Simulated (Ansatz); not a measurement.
Calculated with Ansatz (gas phase, PBE0-D4/def2-TZVP geometries, no zero-point term in ΔE). CCSD(T)/CBS adds triple-zeta CCSD(T) − MP2 to the extrapolated MP2 energy (def2 sets, frozen cores). Functionals use def2-TZVPP. HSE06 is defined as in plane-wave codes. For Ga outer-core shells are correlated without core-valence functions, which leaves a few kJ/mol of doubt a bond. Scalar relativity is left out up to krypton. Each species was taken in one conformer, which may not be the lowest.

Consider the formal exchange of groups at a C–O bond: `C[O][GaH][SH]` + `[SiH3]OBS` → `CB(S)O[SiH3]` + `[OH][GaH][SH]`.

CCSD(T)/CBS gives -26.3 kcal/mol.

**Question.** Another level gave -26.0 kcal/mol. Which?
A. BHLYP-D4/def2-TZVPP
B. HF/def2-TZVPP
C. HSE06/def2-TZVPP
D. MP2/def2-TZVPP

**Answer.** C. HSE06 -26.0, BHLYP-D4 -24.7, HF/def2-TZVPP -23.4, MP2/def2-TZVPP -27.1 kcal/mol.

Largest T1 diagnostic among the species: 0.014.

Leaving LDA and LC-ωPBE aside and taking each functional with its dispersion term where it has one, the values, not all of them listed here, spread over 3.4 kcal/mol, from B97M-V to BLYP-D4. LDA lies −1.0 kcal/mol from PBE without D4. At CCSD(T), def2-SVP lies +3.4 kcal/mol from the extrapolated value and def2-TZVPP +0.8 kcal/mol. From PBE to PBE0 (25 % exact exchange), in def2-TZVPP and without D4, ΔE moves by −0.9 kcal/mol.
